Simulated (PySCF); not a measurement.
Compound: C4H13NP2Si.
SMILES with atom numbers: `[CH3:1][N:2]([CH:3]1[CH2:4][CH2:5]1)[SiH:6]([PH2:7])[PH2:8]`

Probes without a nucleus sit at each ring's centroid and 1 Å off its mean plane on both sides; NICS is minus the shielding there, NICSzz its component along the normal. Level: GIAO PBE0/pcSseg-1 (PySCF, non-relativistic, gas phase) on the GFN2-xTB geometry, one conformer.

Ring bond lengths (Å), with Mayer bond orders in brackets: C3–C4 1.494 (0.99), C4–C5 1.499 (0.96), C5–C3 1.504 (0.94).

Q: Give the NICS values of each ring in ppm.

A: 
```
    ring                                            type  NICS(0)  NICS(1), two faces  NICS(1)zz, two faces  rms pucker (Å)  centre to ring atoms, mean (Å)
C3–C4–C5  3-membered carbocycle; formal bonds all single    -41.3         -9.2 / -8.0         -24.5 / -18.6            0.00                            0.87
```

Q: What do they say, and how far can they be read as aromaticity?

A: 
- C3–C4–C5: mean NICS(1)zz -21.5 ppm, shielded. C3, C4, C5 have four or more neighbours, and the NICS criterion for π rings isn't applied. The two faces differ by 5.9 ppm, so no symmetry operation interchanges them. NICS(0) lies 33 ppm below the mean NICS(1).

Q: What is the mean of the two in-plane components of NICS at the second NICS(1) probe listed for ring C3–C4–C5, 1 Å off the ring?

A: The isotropic value is a third of the trace: (3 × -8.0 − (-18.6))/2 = -2.7 ppm.

Q: List the ring angles and the Hirshfeld charges of the ring atoms.

A: 
- C3–C4–C5: C3 60.0° (+0.004 e), C4 60.4° (-0.091 e), C5 59.7° (-0.098 e); sum 180.0° against 180° for a flat convex ring.

Time: 57 s wall (with the writing of density and orbital grids); peak memory 1.1 GiB. Hardware: Arm Neoverse V2, one thread, shared host. This is the whole shielding run at PBE0/pcSseg-1, SCF included.

The values belong to the conformer `[CH3:1][N:2]([CH:3]1[CH2:4][CH2:5]1)[SiH:6]([PH2:7])[PH2:8]`: C1–N2–C3–C4 -149°, C1–N2–Si6–P7 -29°, H–P7–Si6–N2 -71°, H–P7–Si6–N2 -164°, H–P8–Si6–N2 140°, H–P8–Si6–N2 -128°.
